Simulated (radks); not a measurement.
Values are calculated unless marked as measured or tabulated.
Ionisation of the silver ion Ag2+, [Kr] 4d9, to Ag3+, [Kr] 4d8, under several functionals. Dirac Kohn-Sham, spin-unpolarised, spherical densities, finite nucleus; open shells fill j = l - 1/2 first; a radial shooting solver on a logarithmic mesh with Libxc functionals.

functional                                      E(Ag2+) (hartree)  Exc (hartree)  IE (eV)  -e(HOMO) (eV)  <r> HOMO (bohr)  IE error (eV)
LDA (Slater exchange, VWN5 correlation)               -5311.13666     -143.80511   36.151         28.883            1.318         +1.351
BLYP                                                  -5316.62458     -149.35883   35.791         28.527            1.321         +0.991
HCTH/407                                              -5319.46545     -152.41951   36.450         29.100            1.304         +1.650
Wu-Cohen GGA                                          -5315.34082     -148.07714   35.911         28.632            1.316         +1.111
PW91                                                  -5316.86756     -149.62397   35.984         28.701            1.317         +1.184
LDA (Slater exchange, Perdew-Wang correlation)        -5311.11740     -143.78541   36.145         28.878            1.319         +1.345
exchange-only LDA                                     -5306.75068     -139.35483   34.529         27.316            1.326         -0.271

NIST Atomic Spectra Database: 34.8 eV (semi-empirical). Closest: exchange-only LDA. The Delta-SCF values span 1.92 eV, the total energies 12.71 hartree. The highest occupied level is 4d5/2. Spin polarisation and multiplet splitting are left out, so open shells lie too high by an amount that depends on their filling.

Beside tabulated values, note that spin-unpolarised runs miss the spin-polarisation part of the exchange energy of open shells.
